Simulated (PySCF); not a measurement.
# Eu⁴⁵⁺ (europium, charge +45): Hartree-Fock from Schrödinger to Dirac-Coulomb-Breit

Occupied: 1s1/2, 2s1/2, 2p1/2, 2p3/2, 3s1/2, 3p1/2, 3p3/2. Hartree-Fock calculated with PySCF 2.14 in an uncontracted even-tempered set (17 s from 4.7 bohr⁻², ratio 2.7; 14 p from 5.6 bohr⁻², ratio 2.7), Gaussian nucleus throughout. NR is non-relativistic, sf-X2C the spin-free one-electron X2C Hamiltonian, X2C adds the bare one-electron spin-orbit term, X2C-SNSO screens it by Boettger's factors, DC is four-component Dirac-Coulomb, and the Gaunt and Breit terms are added at first order (total energies over the DC spinors, levels after relaxing the spinors in that mean field). QED terms are absent. Levels marked empty are virtual spinors of this ion; the basis has s and p functions only, so 3d, which can lie below the n = 4 levels, is absent.

```csv
level (eV),NR,sf-X2C,X2C,X2C-SNSO
1s1/2,-48804.5,-51588.5,-51579.9,-51580.5
2s1/2,-10108.7,-10864.6,-10862.1,-10862.2
2p1/2,-9754.8,-9988.1,-10469.8,-10452.6
2p3/2,-9754.8,-9988.1,-9782.2,-9788.5
3s1/2,-3934.4,-4155.8,-4155.1,-4155.1
3p1/2,-3787.1,-3874.2,-3993.3,-3989.1
3p3/2,-3787.1,-3874.2,-3822.6,-3824.2
4s1/2 (empty),-1991.4,-2073.8,-2073.6,-2073.6
4p1/2 (empty),-1936.0,-1972.9,-2015.3,-2013.8
4p3/2 (empty),-1936.0,-1972.9,-1954.6,-1955.2
```

Problem. Where do the four-component calculations put these levels?

Solution. 1s1/2: DC -51633.0, DC+Gaunt -51485.3, DC+Breit -51496.3; 2s1/2: DC -10869.0, DC+Gaunt -10853.3, DC+Breit -10854.4; 2p1/2: DC -10455.7, DC+Gaunt -10430.0, DC+Breit -10432.6; 2p3/2: DC -9793.9, DC+Gaunt -9776.0, DC+Breit -9778.6; 3s1/2: DC -4156.7, DC+Gaunt -4153.1, DC+Breit -4153.5; 3p1/2: DC -3989.8, DC+Gaunt -3983.7, DC+Breit -3984.5; 3p3/2: DC -3825.4, DC+Gaunt -3821.1, DC+Breit -3821.9; 4s1/2 (empty): DC -2074.1, DC+Gaunt -2072.8, DC+Breit -2073.0; 4p1/2 (empty): DC -2014.0, DC+Gaunt -2011.8, DC+Breit -2012.1; 4p3/2 (empty): DC -1955.6, DC+Gaunt -1954.0, DC+Breit -1954.3 (eV).

```csv
Hamiltonian,E (hartree),E − E(DC) (hartree),CPU seconds
NR,-8623.8079,414.5677,0.36
sf-X2C,-9028.5773,9.7982,0.27
X2C,-9035.5123,2.8633,0.27
X2C-SNSO,-9035.0562,3.3193,0.27
DC,-9038.3756,0.0000,11
DC+Gaunt,-9028.5801,9.7954,19
DC+Breit,-9029.5356,8.8400,54
```

Weight of the small component: 1s1/2 0.0550, 2s1/2 0.0124, 2p1/2 0.0123, 2p3/2 0.0115, 3s1/2 0.00457, 3p1/2 0.00448, 3p3/2 0.00427, 4s1/2 0.00206, 4p1/2 0.00209, 4p3/2 0.00199.

Koopmans' value for the highest occupied level at DC+Breit: 3821.9 eV, against an ionisation energy of 3823 ± 4 eV (theoretical estimate listed by NIST; NIST Atomic Spectra Database, ionization energies); the former lacks relaxation, correlation, QED and recoil.

The whole ladder took 88 s of wall time on 1 thread of Neoverse-V1 (shared host), launched as `OMP_NUM_THREADS=1 python relrun2.py TASK.json OUT` (a driver that calls PySCF for each Hamiltonian).

Dirac-Coulomb iterations, started from the X2C spinors:

```
with_ssss True, with_gaunt False, with_breit False
light speed = 137.03599967994
init E= -8998.11318313483
cycle= 1 E= -9038.37430104229  delta_E= -40.3  |g|= 2.06  |ddm|= 0.158
cycle= 2 E= -9038.3755902839  delta_E= -0.00129  |g|= 0.0351  |ddm|= 0.0147
cycle= 3 E= -9038.37559304754  delta_E= -2.76e-06  |g|= 0.00156  |ddm|= 0.00106
cycle= 4 E= -9038.37559305366  delta_E= -6.11e-09  |g|= 7.59e-06  |ddm|= 4.55e-05
```
